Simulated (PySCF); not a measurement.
MoO⁺: energy against distance

Set-up: Mo def2-TZVPPD with ECP28, O def2-TZVPPD; scalar-relativistic core potentials (PySCF 2.14). Energies in eV from Mo⁺ (4d5) + O in their ground configurations at the same level. State: ⁴Σ⁻ (quartet), unpaired electrons σ ↑, δ ↑↑.

All columns are PBE0. A positive dipole points towards O; it is taken about the centre of mass and depends on that origin.

| R (Å) | E (eV) | μ (D) | Mulliken charge on Mo (basis-dependent) | HOMO (eV) | LUMO (eV) | Mayer bond order | ⟨S²⟩ |
| --- | --- | --- | --- | --- | --- | --- | --- |
| 1.390 | -2.557 | -1.90 | 1.33 | -12.21 | -9.20 | 2.46 | 3.76 |
| 1.454 | -3.827 | -2.43 | 1.33 | -12.40 | -9.22 | 2.48 | 3.77 |
| 1.519 | -4.529 | -2.93 | 1.32 | -12.58 | -9.51 | 2.50 | 3.78 |
| 1.567 | -4.775 | -3.27 | 1.31 | -12.70 | -9.74 | 2.50 | 3.79 |
| 1.616 | -4.839 | -3.58 | 1.30 | -12.82 | -9.94 | 2.49 | 3.80 |
| 1.665 | -4.766 | -3.85 | 1.29 | -12.92 | -10.11 | 2.46 | 3.83 |
| 1.729 | -4.518 | -4.14 | 1.28 | -13.04 | -10.28 | 2.40 | 3.91 |
| 1.810 | -4.076 | -4.32 | 1.25 | -13.15 | -10.39 | 2.24 | 4.09 |
| 1.907 | -3.497 | -4.29 | 1.21 | -13.19 | -10.39 | 1.97 | 4.40 |
| 2.036 | -2.782 | -4.02 | 1.17 | -13.18 | -10.32 | 1.62 | 4.77 |

A fit through these points gives, at Re = 1.612 Å, μ = -3.56 D and dμ/dR = -6.13 D/Å; the reduced mass is 13.75 u.

How strong is the fundamental in the double-harmonic approximation, I = 42.26·(dμ/dR)²/μred km/mol?

I = 42.26·(-6.13)²/13.75 = 115 km/mol at PBE0.

The metal atom is held in its measured ground configuration; semilocal functionals can put another filling of s and d lower by some tenths of an eV, and De to that atom would be smaller. ⟨S²⟩ of the unrestricted solution departs from its pure value on part of the curve, where spin states mix. These are scalar-relativistic numbers at best; spin–orbit coupling would shift them, the dissociation energy most. For an ion De counts to the pair picked by the measured ionisation energies or electron affinities, which need not be the lowest pair at this level. The state is the lowest single determinant that the PBE0 search found; with open d or f shells the true ground state can be another one.
